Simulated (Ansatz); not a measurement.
AgF3HOP, SMILES `[OH][Ag-][P+](F)(F)F`. Charge 0, multiplicity 1. Ag: def2 effective core potential.

```json
{"atom": "O1", "x (Å)": "0.3199", "y (Å)": "2.6895", "z (Å)": "1.1457"}
{"atom": "Ag2", "x (Å)": "0.1420", "y (Å)": "0.8996", "z (Å)": "0.3559"}
{"atom": "P3", "x (Å)": "0.0139", "y (Å)": "-1.1214", "z (Å)": "-0.5945"}
{"atom": "F4", "x (Å)": "-1.2119", "y (Å)": "-1.9954", "z (Å)": "-0.2334"}
{"atom": "F5", "x (Å)": "1.1443", "y (Å)": "-2.1458", "z (Å)": "-0.3272"}
{"atom": "F6", "x (Å)": "-0.0489", "y (Å)": "-1.2176", "z (Å)": "-2.1389"}
{"atom": "H7", "x (Å)": "-0.3594", "y (Å)": "2.8910", "z (Å)": "1.7923"}
```

List the harmonic frequencies (cm⁻¹, unscaled) at PBE0-D4/def2-TZVP in Ansatz. (Best estimate.)

Computed: 39, 80, 81, 182, 187, 217, 363, 363, 508, 582, 708, 925, 934, 937, 3894.

Is this a minimum?

Yes, all 15 modes are real.

Give the ideal-gas thermochemistry at 298.15 K and 1 bar (rigid rotor, harmonic oscillator; point group Cs, symmetry number 1).

Zero-point energy 59.8 kJ/mol; H(298) − E = 84.0 kJ/mol; entropy 395.3 J/(mol·K), of which translation 175.7, rotation 120.9, vibration 98.8; G(298) − E = -33.8 kJ/mol. Modes under 100 cm⁻¹ are hindered rotations or soft bends, so the harmonic entropy is rough.
